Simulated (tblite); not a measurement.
Species: CH₁₀BOPSi.
Numbering: `[CH3:1][SiH2:2][O:3][BH2-:4][PH3+:5]` (hydrogens: H6, H7, H8 on C1; H9, H10 on Si2; H11, H12 on B4; H13, H14, H15 on P5)

Computed with GFN2-xTB (tblite), gas phase: nudged elastic band of 9 images (0 to 8), spring 0.2 eV/Å², climbing image at the end, force threshold 0.05 eV/Å. The top image wasn't refined or checked by frequencies; at this threshold it can lie a kcal/mol or more above the true saddle point of the method.

Path: rotation about Si2–O3 (oxygen-bound silicon, boron-bound oxygen), followed by the dihedral C1–Si2–O3–B4, from 180° to -60°. Start geometry (image 0):
```
atom  x, y, z in Å
C1      2.124   -0.203    1.304
Si2     1.444   -0.246   -0.467
O3     -0.137   -0.015   -0.306
B4     -1.268    0.072   -1.199
P5     -2.348    0.350    0.425
H6      1.694   -0.982    1.928
H7      3.198   -0.355    1.285
H8      1.937    0.749    1.792
H9      2.038    0.823   -1.284
H10     1.710   -1.548   -1.099
H11    -1.305    1.040   -1.883
H12    -1.582   -0.944   -1.726
H13    -2.059   -0.668    1.305
H14    -3.676    0.566    0.815
H15    -1.773    1.370    1.147
```

The first guess turns that dihedral rigidly in even steps and adds one set of random displacements (0.04 Å standard deviation a coordinate) to every inner image. Energies of the images above image 0 (eV) in the early part of the optimisation:

| iteration | 1 | 2 | 3 | 4 | 5 | 6 | 7 | 8 |
| --- | --- | --- | --- | --- | --- | --- | --- | --- |
| 0 | 0.624 | 0.639 | 0.670 | 0.712 | 0.754 | 0.788 | 0.805 | 0.029 |
| 10 | 0.044 | 0.063 | 0.086 | 0.106 | 0.117 | 0.118 | 0.115 | 0.029 |
| 20 | 0.017 | 0.035 | 0.058 | 0.076 | 0.085 | 0.084 | 0.079 | 0.029 |
| 30 | 0.012 | 0.030 | 0.051 | 0.066 | 0.070 | 0.064 | 0.057 | 0.029 |

**Question.** Where does the band end, and how far was the first guess from it?

**Answer.** Final energies, images 1 to 8: 0.007, 0.023, 0.043, 0.058, 0.059, 0.050, 0.042, 0.029 eV. The highest point drops from 0.81 eV (image 7) to 0.059 eV (image 5), by 0.75 eV. Image 5 moved by 0.07 Å rms, its dihedral from -108° to -100°. The end images are fixed. The true force on the top image ends at 0.031 eV/Å, and the largest on any image at 0.04 eV/Å; away from the top, the method drives only the force across the path to zero. The last saved iteration is 40.

What follows is the cost of the whole band run. Time: 2.1 s wall; peak memory 0.18 GiB. Hardware: one thread, Arm Neoverse V2 (aarch64), no GPU, on a shared host.
